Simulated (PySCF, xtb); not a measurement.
Potential energy surface of H3N (cation, charge +1), doublet: umbrella (inversion) coordinate, bond length relaxed. Scanned: angle between the N-H bonds and the threefold axis (90 = planar). Other coordinates (N-H bond length) were minimised at PBE0/def2-TZVP.

Computed with: GFN1-xTB (xtb); MP2 on UHF/cc-pVTZ, 1 core orbital frozen (PySCF); UMP2/6-31G* = unrestricted MP2 (frozen core)/6-31G*, spherical d in PySCF.

Energies in kcal/mol, each method relative to its own lowest point.

```csv
a / °,GFN1-xTB,MP2,UMP2/6-31G*
90,0.0,0.0,0.0
93,0.2,0.2,0.2
96,0.8,0.9,1.0
99,…,2.1,2.3
102,3.2,4.0,4.2
105,…,6.6,7.0
108,8.0,10.1,10.7
111,11.5,14.7,15.6
114,15.9,20.4,21.8
117,21.4,27.5,29.5
120,28.0,36.1,38.7
123,…,46.4,49.9
126,…,58.4,63.0
129,…,72.4,78.3
132,69.1,88.6,96.2
```

Task: What belongs in the gaps?

Result: 
- 99, GFN1-xTB: 1.7
- 105, GFN1-xTB: 5.3
- 123, GFN1-xTB: 35.9
- 126, GFN1-xTB: 45.3
- 129, GFN1-xTB: 56.3
